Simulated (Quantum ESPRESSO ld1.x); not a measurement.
Results of a calculation; reference values are marked as such.
The mean radii <r> (bohr) of the occupied orbitals of an atom or ion are listed with their occupations. Level of theory: Dirac Kohn-Sham, PW91, spin-unpolarised, spherical densities, point nucleus (ld1.x of Quantum ESPRESSO 7.5).

orbital  occ.      <r>
1s1/2       2  0.01898
2s1/2       2  0.07976
2p1/2       2  0.06612
2p3/2       4  0.07384
3s1/2       2   0.2082
3p1/2       2   0.1981
3p3/2       4   0.2124
3d3/2       4   0.1863
3d5/2       6   0.1908
4s1/2       2   0.4681
4p1/2       2   0.4746
4p3/2       4   0.5075
4d3/2       4   0.5286
4d5/2       6   0.5401
5s1/2       2    1.133
5p1/2       2    1.261
5p3/2       4    1.367
4f5/2       6   0.6693
4f7/2       8   0.6818
6s1/2       2    3.116
5d3/2       1    2.132

Name the element and its charge. Open shells, if any, fill j = l - 1/2 first.

Answer. Z = 72, hafnium, charge +1: Hf+ in [Xe] 4f14 5d1 6s2. The 1s radius gives Z: for a bare nucleus <r> = (2 gamma + 1)/(2Z) with gamma = sqrt(1 - (Z/c)^2), 0.01876 bohr for Z = 72, and screening makes it slightly larger (0.01898 here). The occupations add up to 71, and the charge is Z minus that.
